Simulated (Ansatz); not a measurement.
B$_{2}$Cl$_{2}$F$_{2}$H$_{2}$ (`F[B@H-]1[Cl+][B@H-](F)[Cl+]1`) from Hartree–Fock to CCSD(T)

```xyz
8

F    -0.984    0.657    1.975
B    -0.824    0.835    0.671
Cl    1.108    0.910    0.230
B     0.824   -0.834   -0.670
F     1.025   -0.709   -1.974
Cl   -1.121   -0.877   -0.285
H    -1.387    1.704    0.089
H     1.360   -1.686   -0.037
```

The species carries charge 0 and has multiplicity 1. The structure was optimised at the PBE0-D4/def2-TZVP level. Frozen core, restricted reference, the Gaussian-basis code of Ansatz. CBS rows extrapolate triple and quadruple zeta; past MP2 they add the triple-zeta difference.

```
     basis      HF (Eh)  MP2 corr.  CCSD corr.       (T)  CCSD(T) total
  def2-SVP            ?   -0.82443    -0.86477         ?              ?
def2-TZVPP            ?   -1.10055    -1.13972  -0.04360              ?
def2-QZVPP            ?   -1.20196           –         –              –
 CBS(def2)  -1168.74048   -1.27707    -1.31624     as TZ    -1170.10032
```

Problem. Fill in the withheld values. (Estimate.)

Solution. Ansatz gave: def2-SVP HF (Eh): -1168.07973; def2-SVP (T): -0.01956; def2-SVP CCSD(T) total: -1168.96406; def2-TZVPP HF (Eh): -1168.69878; def2-TZVPP CCSD(T) total: -1169.88210; def2-QZVPP HF (Eh): -1168.73543.
